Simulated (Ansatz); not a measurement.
Wavefunction ladder for `[SeH][SiH]1[NH][AlH]1`

```csv
atom,x (Å),y (Å),z (Å)
Se1,-0.837,2.243,-0.640
Si2,0.134,0.170,-0.598
N3,0.370,-0.581,0.968
Al4,-0.802,-1.733,0.288
H5,0.378,2.917,-1.116
H6,1.358,0.324,-1.433
H7,0.943,-0.303,1.752
H8,-1.543,-3.037,0.779
```

Total charge 0; spin multiplicity 1. Correlated methods include outer-core shells of Se, which these sets cover unevenly. Scalar relativity is left out up to krypton. The structure was optimised at the PBE0-D4/def2-TZVP level. It is one conformer, not always the lowest. Frozen core, restricted reference, the Gaussian-basis code of Ansatz.

```tsv
basis	HF (Eh)	MP2 corr.
def2-SVP	-2986.98884	-0.55974
def2-TZVPP	-2987.54626	-0.67635
def2-QZVPP	-2987.61227	-1.00967
```

**Question.** Estimate the CCSD correlation energy and the (T) correction in each basis where they were run (hartree).

**Answer.** 
| basis | CCSD corr. | (T) |
| --- | --- | --- |
| def2-SVP | -0.59307 | -0.01906 |
| def2-TZVPP | -0.70771 | -0.03057 |
